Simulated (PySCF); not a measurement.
**C₆ coefficients of unlike pairs at UHF**

Calculated with PySCF 2.14 from the dipole response of each species, C₆(A,B) = (3/π) ∫ α_A(iu) α_B(iu) du, in atomic units, from isotropic polarisabilities. For ions this is the dispersion term alone; charge-induced terms of lower order in 1/R come first.

```tsv
species	configuration	basis	relativity	α (bohr³)	C₆ (like pair)
Ne²⁺	[He] 2s2 2p4 (3P)	aug-cc-pVDZ-DK (4s3p2d)	spin-free X2C	0.8254	1.042
Ta	[Xe] 4f14 5d3 6s2 (4F)	def2-TZVPPD with the def2 core potential (60 electrons) (6s5p3d2f1g)	core potential	107.2	1392
Al⁻	[Ne] 3s2 3p2 (3P)	aug-cc-pV(T+d)Z with one added diffuse shell each of s, p, d, f type (7s6p5d3f)	none	522.0	10020
Al⁺	[Ne] 3s2 (1S)	x2c-TZVPPall with one added diffuse shell each of s, p, d type (6s6p4d1f)	spin-free X2C	26.14	138.2
```

Estimate C₆ for Al⁺ with Al⁻.

The integral gives 944.0. The combination rule 2 C_A C_B / (C_A α_B/α_A + C_B α_A/α_B) gives 848.8 and the geometric mean 1177.

No spin-orbit coupling is included.

The other pairs:

```
     pair     C₆
Al⁺, Ne²⁺  7.893
  Al⁻, Ta   3320
 Ta, Ne²⁺  23.37
  Al⁺, Ta  430.8
Al⁻, Ne²⁺  38.57
```
